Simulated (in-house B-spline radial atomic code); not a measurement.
## RPA and G0W0 on r2SCAN: Cl7+

Configuration [He] 2s2 2p6, mean-field start r2SCAN. Computed with an all-electron radial atomic-structure program (B-spline basis): all electrons, scalar-relativistic (spin-free one-electron X2C), finite nucleus, each spin shell either full or empty, empty states to l = 9 with an (l + 1/2)⁻⁴ tail; G0W0 by contour deformation at full frequency.

Command:
```bash
python run_gw.py task.json out
```
Settings (radii: box in bohr, nucleus in fm):
```
Z                        17
electrons                10
configuration            [He] 2s2 2p6
hamiltonian              x2c
method                   r2scan
lmax                     9
rms_radius               3.3654
spin_polarised           False
box_radius               8.41
intervals                67
```

Time taken, with all properties: 1.2 s on 1 thread of Arm Neoverse N1 (shared host).

Energies (hartree):

| term | value |
| --- | --- |
| mean-field total | -446.56550 |
| Hartree-Fock functional on these orbitals | -446.15263 |
| direct second order | -0.66236 |
| second-order exchange | 0.23419 |
| SOSEX correction | 0.22215 |

(1) What is the RPA correlation energy, and what remains with SOSEX?

Quasi-particle levels (eV):

```
level  occupied  mean field  Σx - vxc     Σc  QP weight      G0W0
   2p       yes     -326.05    -24.53      ?          ?         ?
   2s       yes     -388.67    -31.41   4.63      0.976   -415.45
   1s       yes    -2903.12    -99.13  27.29      0.917  -2974.97
   3s        no     -116.51      3.05  -0.67      0.998   -114.13
```

G0W0 = mean field + (Σx - vxc) + Σc, with Σc (partial-wave tail included) taken at the quasi-particle energy.

(2) Where does G0W0 put 2p?

Answers

(1) RPA gives -0.6141 hartree (-1.67 eV per electron); RPA + SOSEX gives -0.39195, and the second-order doubles -0.42816 hartree (no singles). RPA lacks exchange-type terms and so overcorrelates at short range.

(2) At -348.57 eV, with Σc = 2.01 eV and a quasi-particle weight of 0.982. The tabulated removal energy is 348.306 ± 0.007 eV (NIST, measured); the calculation leaves out spin-orbit coupling, Breit and QED terms, and what these don't explain is the method's own error.
